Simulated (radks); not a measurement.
Valence configurations of Os+ (all share [Xe]). Calculated with a radial shooting solver on a logarithmic mesh with Libxc functionals: Dirac Kohn-Sham, PBE, spin-unpolarised, spherical densities, point nucleus; open shells fill j = l - 1/2 first. Energies are relative to 4f14 5d6 6s1; eigenvalues in eV.

valence,E (eV),e(4f5/2),e(4f7/2),e(5d3/2),e(5d5/2),e(6p1/2)
4f14 5d7,-0.023,-58.274,-55.471,-12.721,-11.711,-
4f14 5d6 6s1,0.000,-61.016,-58.211,-14.598,-13.517,-
4f14 5d5 6s2,0.919,-64.037,-61.232,-16.638,-15.484,-
4f14 5d6 6s0.5 6p0.5,2.678,-61.648,-58.844,-15.162,-14.072,-8.069
4f14 5d5 6s1 6p1,6.635,-65.291,-62.485,-17.735,-16.562,-9.047
4f13.5 5d6.5 6s1,23.449,-66.120,-63.264,-15.290,-14.143,-
4f13 5d7 6s1,49.139,-71.330,-68.422,-15.979,-14.766,-
4f13 5d6 6s1 6p1,57.007,-75.809,-72.900,-19.315,-18.008,-9.184
4f12 5d8 6s1,107.45,-82.052,-79.040,-17.348,-16.001,-
4f11 5d8 6s2,179.55,-96.746,-93.627,-21.249,-19.687,-

NIST lists [Xe] 4f14 5d6 6s1 as the ground configuration; this level of theory puts 4f14 5d7 lower, by 0.023 eV. The energies are those of spherical spin-averaged densities, not of single terms.
